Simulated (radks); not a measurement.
These are the eigenvalues of the occupied orbitals of an atom or ion with whole-number occupations (eV). Method: scalar-relativistic Kohn-Sham, LDA (Slater exchange, Perdew-Wang correlation), spin-polarised, spherical densities, point nucleus; computed with a radial shooting solver on a logarithmic mesh with Libxc functionals.

| orbital | eigenvalue |
|---|---|
| 1s up | -85617.97 |
| 1s down | -85617.97 |
| 2s up | -15283.89 |
| 2s down | -15283.79 |
| 2p up | -13155.11 |
| 2p down | -13155.02 |
| 3s up | -3683.341 |
| 3s down | -3683.290 |
| 3p up | -3070.849 |
| 3p down | -3070.795 |
| 3d up | -2435.821 |
| 3d down | -2435.745 |
| 4s up | -857.6064 |
| 4s down | -857.5058 |
| 4p up | -656.8039 |
| 4p down | -656.7029 |
| 4d up | -421.5712 |
| 4d down | -421.4529 |
| 5s up | -177.6807 |
| 5s down | -177.1205 |
| 4f up | -161.0588 |
| 4f down | -160.9084 |
| 5p up | -122.3333 |
| 5p down | -121.6859 |
| 5d up | -60.0563 |
| 5d down | -59.3797 |

Which element is it, and in what charge state? The configuration may be excited. Open shells, if any, are filled with parallel spins first.

Answer. Z = 81, thallium, charge +4: Tl4+ in [Xe] 4f14 5d9. The list shows which subshells hold electrons but not how many an open one holds; the 1s level, -3146.4 hartree, gives Z - s = 79.3 by -(Z - s)^2/2, which with screening and relativity narrows Z to a few neighbours, and the depths of the outer levels then fix element, charge and occupations together.
